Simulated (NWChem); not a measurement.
System: MgH2; SMILES [MgH2]

```xyz
3

Mg     0.0000     0.0000     0.0000
H      0.0000     0.0000    -1.7125
H      0.0000     0.0000     1.7125
```
Atoms are numbered in this order, from 1.

Results from NWChem. Geometry: optimised at B3LYP/6-31G* (spherical d). GIAO values for the isolated, static molecule; σ is the absolute isotropic shielding, δ = σ(reference) − σ with the isolated reference molecule computed at the same levels (1H: tetramethylsilane).

Task: Estimate the computed values for LDA (Slater exchange, VWN5)/pcSseg-1. Quantities: σ Mg1 (ppm); δ H2 (ppm).

Result: 
```json
{
  "σ Mg1 (ppm)": "403.1",
  "δ H2 (ppm)": "5.17"
}
```
